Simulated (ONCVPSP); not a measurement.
## Building the ONCV potential for C (Z = 6) (PBEsol, scalar-relativistic).

ONCVPSP 4.0.1 was run on this input:

```
# ATOM AND REFERENCE CONFIGURATION
# atsym  z   nc   nv     iexc    psfile
  C 6.00    1    1  -116133      upf
#
#   n    l    f
    1    0    2.00
    2    0    2.00
#
# PSEUDOPOTENTIAL AND OPTIMIZATION
# lmax
    2
#
#   l,   rc,      ep,       ncon, nbas, qcut
    0    1.20    0.00    4    8    6.70
    1    1.10    0.36    4    7    7.60
    2    1.10    0.46    4    7    8.00
#
# LOCAL POTENTIAL
# lloc, lpopt,  rc(5),   dvloc0
    4    5    0.95   -1.00
#
# VANDERBILT-KLEINMAN-BYLANDER PROJECTORs
# l, nproj, debl
    0    2    2.80
    1    3    1.50
    2    2    1.10
#
# MODEL CORE CHARGE
# icmod, fcfact, rcfact
    1    0.25    0.00
#
# LOG DERIVATIVE ANALYSIS
# epsh1, epsh2, depsh
   -3.00    5.00    0.02
#
# OUTPUT GRID
# rlmax, drl
    6.00    0.01
#
# TEST CONFIGURATIONS
# ncnf
    4
# nvcnf
#   n    l    f
    2
    2    0    2.00
    2    1    2.00
#
    2
    2    0    2.00
    2    1    1.00
#
    1
    2    0    1.00
#
    2
    2    0    2.00
    2    1    1.50
#
```

Command:

```bash
oncvpsp.x < C.dat > C.out
```

Resulting log (shortened: citation, most of the input echo, consistency checks and plot data are left out):

```
ONCVPSP  (Optimized Norm-Conservinng Vanderbilt PSeudopotential)
scalar-relativistic version 4.0.1

#   n    l    f        energy (Ha)
    1    0    2.00    -1.1286175E+01
    2    0    2.00    -1.4765199E+00

Reference configufation results
  iterations    24
  all-electron total energy (Ha)   -3.63142155D+01

Begin loop to  construct optimized pseudo wave functions
and semi-local pseudopoentials for all angular momenta

   Wellstate for l =  0  n =  4
     eigenvalue =   1.3235
     asymptotic potential =   1.8235
     half-point radius =  2.9223

Calculating optimized projector #   1

 for l=   0

    Fraction of norm inside rc  0.433816
    Optimizing pswf for qcut=   6.70 a_B^-1,  ecut=  22.43 Ha
    Residual kinetic energy error=  2.61D-04 Ha

    Energy error per electron        Cutoff
         Ha          eV             Ha
         0.01000     0.27211       12.97
         0.00100     0.02721       18.92
         0.00010     0.00272       37.44
         0.00001     0.00027      112.90

Calculating optimized projector #   2

 for l=   0

    Fraction of norm inside rc  0.057744
    Optimizing pswf for qcut=   6.70 a_B^-1,  ecut=  22.43 Ha
    Residual kinetic energy error=  2.47D-04 Ha

    Energy error per electron        Cutoff
         Ha          eV             Ha
         0.01000     0.27211       12.03
         0.00100     0.02721       18.83
         0.00010     0.00272       25.55
         0.00001     0.00027       67.10

WARNING wellstate: moderately localized bound state found for n= 2 l=  1
WARNING scattering state with energy  0.05000000
WARNING will be used for the first projector

   Wellstate for l =  1  n =  3
     eigenvalue =   0.0500
     asymptotic potential =   0.5500
     half-point radius =  2.3492

   Wellstate for l =  1  n =  4
     eigenvalue =   1.5500
     asymptotic potential =   2.0500
     half-point radius =  2.7766

   Wellstate for l =  1  n =  5
     eigenvalue =   3.0500
     asymptotic potential =   3.5500
     half-point radius =  3.0646

Calculating optimized projector #   1

 for l=   1

    Fraction of norm inside rc  0.105358
    Optimizing pswf for qcut=   7.59 a_B^-1,  ecut=  28.82 Ha
    Residual kinetic energy error=  1.10D-03 Ha

    Energy error per electron        Cutoff
         Ha          eV             Ha
         0.01000     0.27211       19.31
         0.00100     0.02721       29.43
         0.00010     0.00272      101.32
         0.00001     0.00027      124.95

Calculating optimized projector #   2

 for l=   1

    Fraction of norm inside rc  0.064985
    Optimizing pswf for qcut=   7.59 a_B^-1,  ecut=  28.82 Ha
    Residual kinetic energy error=  1.81D-03 Ha

    Energy error per electron        Cutoff
         Ha          eV             Ha
         0.01000     0.27211       21.58
         0.00100     0.02721       31.06
         0.00010     0.00272       59.71
         0.00001     0.00027      113.53

Calculating optimized projector #   3

 for l=   1

    Fraction of norm inside rc  0.042909
    Optimizing pswf for qcut=   7.59 a_B^-1,  ecut=  28.82 Ha
    Residual kinetic energy error=  3.17D-03 Ha

    Energy error per electron        Cutoff
         Ha          eV             Ha
         0.01000     0.27211       23.59
         0.00100     0.02721       33.44
         0.00010     0.00272       60.93
         0.00001     0.00027      121.72

   Wellstate for l =  2  n =  4
     eigenvalue =   0.4600
     asymptotic potential =   0.9600
     half-point radius =  4.2979

   Wellstate for l =  2  n =  4
     eigenvalue =   1.5600
     asymptotic potential =   2.0600
     half-point radius =  2.5942

Calculating optimized projector #   1

 for l=   2

    Fraction of norm inside rc  0.027709
    Optimizing pswf for qcut=   8.01 a_B^-1,  ecut=  32.07 Ha
    Residual kinetic energy error=  2.25D-05 Ha

    Energy error per electron        Cutoff
         Ha          eV             Ha
         0.01000     0.27211        7.35
         0.00100     0.02721       14.94
         0.00010     0.00272       25.32
         0.00001     0.00027       38.54

Calculating optimized projector #   2

 for l=   2

    Fraction of norm inside rc  0.058987
    Optimizing pswf for qcut=   8.01 a_B^-1,  ecut=  32.07 Ha
    Residual kinetic energy error=  7.46D-05 Ha

    Energy error per electron        Cutoff
         Ha          eV             Ha
         0.01000     0.27211       10.92
         0.00100     0.02721       20.81
         0.00010     0.00272       30.79
         0.00001     0.00027       44.73

Construct Vanderbilt / Kleinmman-Bylander projectors

B matrix Hermiticity error, ll=   0
   1   2   -1.1135E-04

  Orthonormal projector coefficients  8.6692E+00  1.1069E+00

B matrix Hermiticity error, ll=   1
   1   2    3.4157E-05
   1   3   -5.9598E-05
   2   3    3.0272E-05

  Orthonormal projector coefficients -1.0648E+02 -4.1246E+00 -1.7842E+00

B matrix Hermiticity error, ll=   2
   1   2   -9.0913E-06

  Orthonormal projector coefficients  1.6309E+01 -2.0722E+00

Model core correction analysis
  based on d2Exc/dn_idn_j

d2excae - all-electron derivatives

   -4.486230D-02

d2excps - pseudofunction derivatives with no core correction

   -4.753686D-02

rms 2nd derivative error    2.674557E-03

Polynomial model core charge

d2excps - pseudofunction derivatives with core correction

   -4.575112D-02

rms 2nd derivative error    8.888138E-04

Pseudoatom total energy   -4.086610

Diagnostic tests using Vanderbilt-Kleinman-Bylander pseudopotentials
  1 or more projectors used as specified by nproj input data

   l    rcore       rmatch      e in        delta e   norm test  slope test

   0   1.2071562   1.2438081  -1.4765199  -0.0000090   1.0000367   1.0000804
   0   1.2071562   1.2438081   1.3234801   0.0000016   1.0001852   1.0001852

   1   1.1035545   1.1370608   0.0500000   0.0000064   1.0001207   1.0001207
   1   1.1035545   1.1370608   1.5500000  -0.0000021   1.0001668   1.0001668
   1   1.1035545   1.1370608   3.0500000   0.0000187   1.0002074   1.0002074

   2   1.1035545   1.1370608   0.4600000   0.0000584   1.0000859   1.0000859
   2   1.1035545   1.1370608   1.5600000   0.0000947   1.0000971   1.0000971

 Testing for bound ghosts
   n   l    E NL Schr. Eq   E Basis Diag.   E Cutoff

   1   0       -1.476529       -1.468581    179.02

       1                       -9.020143    249.76  WARNING - GHOST(-)
   2   1       -1.160386       -1.138211    249.76

   3   2       -0.299182        0.134122    209.52

 Testing for highly-localized positive-energy ghosts
       l    <radius>/rc     E Basis Diag.   E Cutoff

Test configuration 0

   n   l     f        eae           eps        diff
   1   0  2.0000  -11.28617539
   2   0  2.0000   -1.47651988   -1.47652886   -8.97D-06

    Total energies and differences
      AE_ref= -3.63142155D+01  AE_tst= -3.63142155D+01  dif=  0.00D+00
      PS_ref= -4.08661003D+00  PS_tst= -4.08661003D+00  dif=  0.00D+00
      PSP excitation error=  0.00D+00

Test configuration 1

   n   l     f        eae           eps        diff
   1   0  2.0000   -9.99747441
   2   0  2.0000   -0.50156560   -0.50147326    9.23D-05
   2   1  2.0000   -0.19233060   -0.19300636   -6.76D-04

    Total energies and differences
      AE_ref= -3.63142155D+01  AE_tst= -3.75933575D+01  dif= -1.28D+00
      PS_ref= -4.08661003D+00  PS_tst= -5.36816245D+00  dif= -1.28D+00
      PSP excitation error=  2.41D-03

Test configuration 2

   n   l     f        eae           eps        diff
   1   0  2.0000  -10.54785737
   2   0  2.0000   -0.94151944   -0.94225614   -7.37D-04
   2   1  1.0000   -0.62131130   -0.62288798   -1.58D-03

    Total energies and differences
      AE_ref= -3.63142155D+01  AE_tst= -3.71968820D+01  dif= -8.83D-01
      PS_ref= -4.08661003D+00  PS_tst= -4.97049306D+00  dif= -8.84D-01
      PSP excitation error=  1.22D-03

Test configuration 3

   n   l     f        eae           eps        diff
   1   0  2.0000  -12.14149460
   2   0  1.0000   -2.05186602   -2.04895841    2.91D-03

    Total energies and differences
      AE_ref= -3.63142155D+01  AE_tst= -3.45515773D+01  dif=  1.76D+00
      PS_ref= -4.08661003D+00  PS_tst= -2.32521298D+00  dif=  1.76D+00
      PSP excitation error=  1.24D-03

Test configuration 4

   n   l     f        eae           eps        diff
   1   0  2.0000  -10.24752781
   2   0  2.0000   -0.70771968   -0.70809707   -3.77D-04
   2   1  1.5000   -0.39134067   -0.39255243   -1.21D-03

    Total energies and differences
      AE_ref= -3.63142155D+01  AE_tst= -3.74488371D+01  dif= -1.13D+00
      PS_ref= -4.08661003D+00  PS_tst= -5.22316392D+00  dif= -1.14D+00
      PSP excitation error=  1.93D-03
```

Note: ghosts flagged at negative energy: p at -245.5 eV; no localised positive-energy state flagged. A true bound ghost makes a file unfit for plane-wave use.

The run took about 4.6 s on one core of a shared server CPU.
